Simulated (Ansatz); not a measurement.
CH5B2Cl (`BCBCl`). Charge 0, multiplicity 1.

```xyz
9

B    -0.140    1.317   -0.108
C    -0.622   -0.152    0.053
B     0.628   -1.065    0.123
Cl    1.005   -2.183   -1.169
H     0.553    1.812    0.734
H    -0.435    1.965   -1.069
H    -1.022   -0.192    1.080
H    -1.362   -0.470   -0.679
H     1.395   -1.032    1.035
```

Q: What are the harmonic wavenumbers in cm⁻¹ at PBE0-D4/def2-TZVP (Ansatz, finite differences of forces, unscaled)? (Best estimate.)

A: Ansatz gave: 65, 156, 251, 330, 684, 692, 777, 870, 905, 1012, 1027, 1082, 1093, 1223, 1245, 1406, 2581, 2652, 2665, 2999, 3146.

Q: Is this a minimum?

A: Yes, all 21 modes are real.

Q: Give the ideal-gas thermochemistry at 298.15 K and 1 bar (rigid rotor, harmonic oscillator; point group C1, symmetry number 1).

A: Zero-point energy 160.7 kJ/mol; H(298) − E = 178.2 kJ/mol; entropy 316.1 J/(mol·K), of which translation 162.6, rotation 105.7, vibration 47.9; G(298) − E = 83.9 kJ/mol. Modes under 100 cm⁻¹ are hindered rotations or soft bends, so the harmonic entropy is rough.
